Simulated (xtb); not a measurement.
CHOS, charge +1, singlet, at a GFN2-xTB geometry; xtb with GFN1-xTB with GBSA(toluene).

The xtb input:
```
$ xtb mol.xyz --gfn 1 --chrg 1 --gbsa toluene --json

# file mol.xyz
4

O      1.65943916    -0.41995957     0.20770173
C      0.57320951    -0.15369142     0.08329200
S     -0.95546310     0.29395335    -0.18938823
H     -1.42736083    -0.42142851     0.86884578
```

Problem. What does xtb print? Leave out banner, timings and long lists.

Solution. 
```
   ID    Z sym.   atoms
    1    8 O      1
    2    6 C      2
    3   16 S      3
    4    1 H      4

           -------------------------------------------------
          |                Calculation Setup                |
           -------------------------------------------------

           -------------------------------------------------
          |                 G F N 1 - x T B                 |
           -------------------------------------------------

      * Solvation model:               GBSA
        Solvent                        toluene
        Parameter file                 internal GFN1-xTB/GBSA
        Dielectric constant                7.0000E+00
        Reference state                gsolv [1 M gas/solution]
        Free energy shift                  4.2288E-03 Eh       2.6536E+00 kcal/mol
        Temperature                        2.9815E+02 K
        Density                            8.6700E-01 kg/L
        Solvent mass                       9.2140E+01 g/mol
        Interaction kernel             Still
        Born radius scaling (c1)           1.5977E+00
        Born radii integrator          GBOBC
        Born offset                        5.3290E-02 a0       1.0070E-01 AA
        H-bond correction              false
        Ion screening                  false
        Surface tension                    1.0000E-05 Eh       1.5569E+01 dyn/cm
        Grid points                               230 per atom

          ...................................................
          :                      SETUP                      :
          :.................................................:
          :  # basis functions                  20          :
          :  # atomic orbitals                  19          :
          :  # shells                            9          :
          :  # electrons                        16          :
          :  # halogen bonds                     0          :
          :  max. iterations                   250          :
          :  Hamiltonian                  GFN1-xTB          :
          :  restarted?                      false          :
          :  GBSA solvation                   true          :
          :  PC potential                    false          :
          :  electronic temp.          300.0000000     K    :
          :  accuracy                    1.0000000          :
          :  -> integral cutoff          0.2500000E+02      :
          :  -> integral neglect         0.1000000E-07      :
          :  -> SCF convergence          0.1000000E-05 Eh   :
          :  -> wf. convergence          0.2000000E-04 e    :
          :  Broyden damping             0.4000000          :
          :  net charge                          1          :
          :  unpaired electrons                  0          :
          ...................................................

 iter      E             dE          RMSdq      gap      omega  full diag
   1    -10.3873647 -0.103874E+02  0.847E+00    6.79       0.0  T
   2    -10.5454705 -0.158106E+00  0.666E+00    3.24       1.0  T
   3    -10.6771903 -0.131720E+00  0.235E+00    4.71       1.0  T
   4    -10.6738341  0.335621E-02  0.116E+00    4.12       1.0  T
   5    -10.6790969 -0.526281E-02  0.410E-01    4.36       1.0  T
   6    -10.6797996 -0.702733E-03  0.865E-03    4.47       5.8  T
   7    -10.6797999 -0.300949E-06  0.111E-03    4.47      44.9  T
   8    -10.6797999 -0.238864E-08  0.113E-04    4.47     442.6  T
   9    -10.6797999 -0.441140E-10  0.268E-05    4.47    1865.4  T

   *** convergence criteria satisfied after 9 iterations ***

         :::::::::::::::::::::::::::::::::::::::::::::::::::::
         ::                     SUMMARY                     ::
         :::::::::::::::::::::::::::::::::::::::::::::::::::::
         :: total energy             -10.568872787424 Eh    ::
         :: total w/o Gsasa/hb       -10.567418431274 Eh    ::
         :: gradient norm              0.034243627921 Eh/a0 ::
[...]
         :: -> Gsolv                  -0.091494852916 Eh    ::
         ::    -> Gelec               -0.090040496766 Eh    ::
         ::    -> Gsasa               -0.005683129147 Eh    ::
         ::    -> Ghb                  0.000000000000 Eh    ::
         ::    -> Gshift               0.004228772997 Eh    ::
         :: repulsion energy           0.111774869879 Eh    ::
         :: dispersion energy         -0.000847725612 Eh    ::
         :: halogen bond corr.         0.000000000000 Eh    ::
         :: add. restraining           0.000000000000 Eh    ::
         :: total charge               1.000000000000 e     ::
         :::::::::::::::::::::::::::::::::::::::::::::::::::::

           -------------------------------------------------
          |                Property Printout                |
           -------------------------------------------------

    * Orbital Energies and Occupations

         #    Occupation            Energy/Eh            Energy/eV
      -------------------------------------------------------------
         1        2.0000           -1.0829310             -29.4681
         2        2.0000           -1.0116849             -27.5293
         3        2.0000           -0.8396887             -22.8491
         4        2.0000           -0.8093597             -22.0238
         5        2.0000           -0.8082926             -21.9948
         6        2.0000           -0.7412599             -20.1707
         7        2.0000           -0.6928555             -18.8536
         8        2.0000           -0.6284946             -17.1022 (HOMO)
         9                         -0.4643210             -12.6348 (LUMO)
        10                         -0.4398213             -11.9681
        11                         -0.3622305              -9.8568
        12                         -0.3086921              -8.3999
        13                         -0.2459955              -6.6939
        14                         -0.2207005              -6.0056
        15                         -0.1834590              -4.9922
        16                         -0.1793621              -4.8807
        17                          0.0598586               1.6288
        18                          0.2820829               7.6759
        19                          1.1266722              30.6583
      -------------------------------------------------------------
                  HL-Gap            0.1641736 Eh            4.4674 eV
             Fermi-level           -0.5464078 Eh          -14.8685 eV

  Mulliken/CM5 charges         n(s)   n(p)   n(d)
     1O    -0.13758 -0.18507   1.703  4.435  0.000
     2C     0.66042  0.72043   1.042  2.298  0.000
     3S     0.10651  0.02810   1.909  3.992 -0.008
     4H     0.37065  0.43655   0.629  0.000  0.000

Wiberg/Mayer (AO) data.
largest (>0.10) Wiberg bond orders for each atom

 ---------------------------------------------------------------------------
     #   Z sym  total        # sym  WBO       # sym  WBO       # sym  WBO
 ---------------------------------------------------------------------------
     1   8 O    2.529 --     2 C    2.283     3 S    0.212
     2   6 C    3.797 --     1 O    2.283     3 S    1.476
     3  16 S    2.478 --     2 C    1.476     4 H    0.791     1 O    0.212
     4   1 H    0.862 --     3 S    0.791
 ---------------------------------------------------------------------------

Topologies differ in total number of bonds
Writing topology from bond orders to xtbtopo.mol

 dipole moment from electron density (au)
     X       Y       Z
  -1.1014  -0.2833   0.6144  total (Debye):    3.285

           -------------------------------------------------
          | TOTAL ENERGY              -10.568872787424 Eh   |
          | GRADIENT NORM               0.034243627921 Eh/α |
          | HOMO-LUMO GAP               4.467391703703 eV   |
           -------------------------------------------------

normal termination of xtb
```
